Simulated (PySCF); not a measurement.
**Sn: excitation energy**

Sn [Kr] 4d10 5s2 5p2 (3P) → Sn [Kr] 4d10 5s1 5p2 6s1 (5P), as a difference of total energies. Calculation: PySCF 2.14, in aug-cc-pVTZ-PP with one added diffuse shell each of d, f type with ECP28MDF (6s5p5d3f, 67 functions); scalar relativity through the core potential. Correlated levels: valence: 4s2 4p6 4d10 frozen. The calculations carry no spin-orbit coupling.

```csv
method,excitation energy (cm⁻¹)
UHF,66261
MP2 (valence),73001
SCS-MP2 (valence),75360
CCSD (valence),74553
CCSD(T) (valence),74845
```

The upper state lies above the first ionisation limit, but in LS coupling its spin forbids autoionisation to the ground ion; at this Z spin-orbit coupling breaks that rule. A Rydberg-like electron needs more diffuse functions than a valence basis has.

The promoted electron is Rydberg-like, and one or two diffuse shells describe it only roughly, which tends to raise the upper state.
